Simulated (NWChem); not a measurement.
Species: CClF, singlet; SMILES Cl[C]F

```xyz
3

F     -0.2550     1.4527     0.0000
C      0.6746     0.5645     0.0000
Cl    -0.1181    -0.9884     0.0000
```
Atoms are numbered in this order, from 1.

Low-valent species are run as closed-shell singlets; no triplet was tried in these runs. Coordinates come from a PBE0/def2-SVP optimisation. B3LYP is NWChem's, with the RPA form of VWN correlation.

### Question
Give the principal values of the shielding tensors (ppm) of F1, C2, Cl3 from B3LYP/6-311G** (spherical d), GIAO (NWChem), with their diamagnetic and paramagnetic parts as GIAO splits them.

### Answer
```csv
atom,σ11,σ22,σ33,isotropic,diamagnetic,paramagnetic
F1,-829.4,-261.8,336.5,-251.6,470.6,-722.2
C2,-804.2,-38.6,16.9,-275.3,249.7,-525.1
Cl3,-968.6,480.8,661.6,57.9,1145.2,-1087.2
```
